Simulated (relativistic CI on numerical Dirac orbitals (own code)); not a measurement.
**Pb3+: what numerical and physical settings do to a radial Dirac CI calculation**

Reference input:

```
atom Pb  Z=82  charge=3  electrons=79
nucleus A=208  rms_radius_fm=5.5012
hamiltonian dirac-coulomb  breit=on  qed=on  c_scale=1
orbitals kli  potential=per-configuration
slater_scale 1
correlation none
mixing on
grid step=0.0125 r_max=64.9
scf mixing=0.4 start=green max_iterations=150 tolerance=2e-08 node_fill=0.05
configurations
  [Xe] 4f14 5d10 6s
  [Xe] 4f14 5d10 6p
  [Xe] 4f14 5d10 6d
  [Xe] 4f14 5d9 6s2
  [Xe] 4f14 5d10 6f
end
```

Computed lowest total energy -20870.06760 Ha, first excitation 73473.3 cm⁻¹, 65 SCF steps. Runs with settings changed; * marks those that are bad on purpose:

| Changed | Outcome | Lowest level | ΔE (Ha) | First excitation (cm⁻¹) | SCF steps | Message |
| --- | --- | --- | --- | --- | --- | --- |
| QED terms off | converged | 5d¹⁰6s ²S1/2 | -17 | 73859.0 | 65 |  |
| Breit term off, node fill of the KLI weights 0.5 | converged | 5d¹⁰6s ²S1/2 | -24.6 | 72456.9 | 65 |  |
| QED terms off, SCF mixing 0.7 | converged | 5d¹⁰6s ²S1/2 | -17 | 73859.0 | 58 |  |
| end of the grid at 45.43 bohr, QED terms off | converged | 5d¹⁰6s ²S1/2 | -17 | 73859.0 | 65 |  |
| end of the grid at 9.74 bohr * | not converged |  |  |  | 13 | orbital 6s not found |
| node fill of the KLI weights 50 * | converged | 5d¹⁰6s ²S1/2 | 1.61 | 71750.3 | 69 |  |

With so few configurations and no correlation, terms lie too far apart (by 10 to 50 % near neutrality), their order can be wrong, and levels of other configurations are missing.
